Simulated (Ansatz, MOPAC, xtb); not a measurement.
Complex: CH2O (SMILES C=O) (first 4 atoms) with CH2F2 (SMILES FCF); geometry from B3LYP-D3(BJ)/def2-TZVP, rigid monomers moved along the line of their centres of mass till O2···H9 is 2.23 Å.
(charge 0, multiplicity 1):
```xyz
9

C     -0.3321    -0.1009    -0.0157
O      0.6460    -0.7140     0.3174
H     -0.5454     0.1159    -1.0798
H     -1.0646     0.2758     0.7196
F     -0.0258     0.7690     3.0047
C      0.0502    -0.5816     3.1975
F     -1.1584    -1.1227     2.8607
H      0.2305    -0.7701     4.2567
H      0.8081    -0.9844     2.5284
```

Monomers are frozen at their geometry in the pair; levels with a basis set take the counterpoise correction.

The state that PM3 reach isn't checked.

The values were computed with Ansatz (Gaussian orbitals); MOPAC for PM3 (differences of heats of formation); xtb for the GFN methods. Values without a source in brackets are computed.

### Question
What is the computed interaction energy (PM3)?

### Answer
5 kJ/mol

### Question
Predict the interaction energy from GFN-FF.

### Answer
-16 kJ/mol

### Question
Predict the interaction energy from wB97M-V/def2-TZVPPD.

### Answer
-12 kJ/mol

Ansatz is an electronic-structure program.
